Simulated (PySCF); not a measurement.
Ge(Cl)(Vi)3, C₆H₉ClGe, SMILES C=[CH][Ge]([CH]=C)([CH]=C)[Cl] (GFN2-xTB optimised geometry):

```
17

C     -1.301    -2.304    -2.703
C     -0.801    -2.913    -1.642
Ge    -0.220    -1.972     0.000
Cl     1.909    -1.972     0.000
C     -0.837    -0.093     0.000
C     -0.036     0.958    -0.006
C     -0.818    -2.951     1.612
C     -0.010    -3.415     2.549
H     -1.596    -2.838    -3.594
H     -1.435    -1.233    -2.725
H     -0.672    -3.989    -1.651
H     -1.909     0.050     0.016
H      1.037     0.843    -0.018
H     -0.407     1.972     0.001
H     -1.887    -3.096     1.706
H     -0.372    -3.944     3.419
H      1.059    -3.284     2.481
```

Level of theory: PBE0/def2-SVP (PySCF 2.14.0).

**Question.** What are the frontier orbital energies and the dipole moment?

**Answer.** HOMO-2 -8.04 eV, HOMO-1 -7.89 eV, HOMO -7.83 eV, LUMO -0.48 eV, LUMO+1 -0.36 eV; dipole moment 1.98 D.

Meta-Löwdin charges at PBE0/def2-SVP: C1 -0.19, C2 -0.29, Ge3 0.77, Cl4 -0.30, C5 -0.30, C6 -0.19, C7 -0.30, C8 -0.19, H9 0.11, H10 0.11, H11 0.11, H12 0.11, H13 0.11, H14 0.11, H15 0.11, H16 0.11, H17 0.11.
